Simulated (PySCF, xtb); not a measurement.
CH8O3Si2, SMILES CO[Si@@H](O)[SiH2]O. Other conformers were not sampled.

Harmonic wavenumbers (cm⁻¹) from GFN2-xTB (xtb) at its own minimum, in rising order: 28, 82, 88, 103, 145, 196, 240, 243, 293, 325, 438, 492, 611, 679, 705, 722, 738, 790, 808, 832, 879, 898, 1110, 1132, 1147, 1415, 1483, 1492, 2114, 2227, 2272, 2952, 2964, 2982, 3672, 3673.

Q: What does PBE-D3(BJ)/def2-SVP in PySCF 2.14.0 give at its own minimum? (Estimate from the structure and the level; the computed values follow.)

A: 24, 66, 85, 122, 140, 213, 283, 301, 341, 419, 465, 495, 694, 713, 731, 780, 801, 849, 870, 888, 940, 1034, 1100, 1130, 1158, 1417, 1417, 1425, 2132, 2142, 2168, 2931, 3009, 3051, 3575, 3754. Paired by order, the mean absolute difference is 46 cm⁻¹ and the zero-point energies are 58.6 and 59.6 kcal/mol.
